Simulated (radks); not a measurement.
Coulomb parameter of the 4f shell of the neodymium ion Nd+ in the model configuration [Xe] 4f3.5 6s1.5, as a second difference U = [E(n + 0.5) + E(n - 0.5) - 2 E(n)] / (0.5)^2 with all orbitals relaxed. "Bare": the charge of the atom changes with n. "Screened": the 6s shell takes up the change at fixed total charge, which measures U(4f,4f) + U(6s,6s) - 2 U(4f,6s). All-electron calculation, Dirac Kohn-Sham, PBE, spin-unpolarised, spherical densities, finite nucleus; open shells are shared between the two j in proportion to 2j + 1; Fermi nuclear charge, rms radius 4.9123 fm. Program: a radial shooting solver on a logarithmic mesh with Libxc functionals.

case              configuration  E - E(n) (eV)
start          [Xe] 4f3.5 6s1.5          0.000
bare +0.5        [Xe] 4f4 6s1.5         -3.888
bare -0.5        [Xe] 4f3 6s1.5          7.470
screened +0.5      [Xe] 4f4 6s1         -0.401
screened -0.5      [Xe] 4f3 6s2          1.937

U(bare) = 14.328 eV, U(screened by 6s) = 6.141 eV.
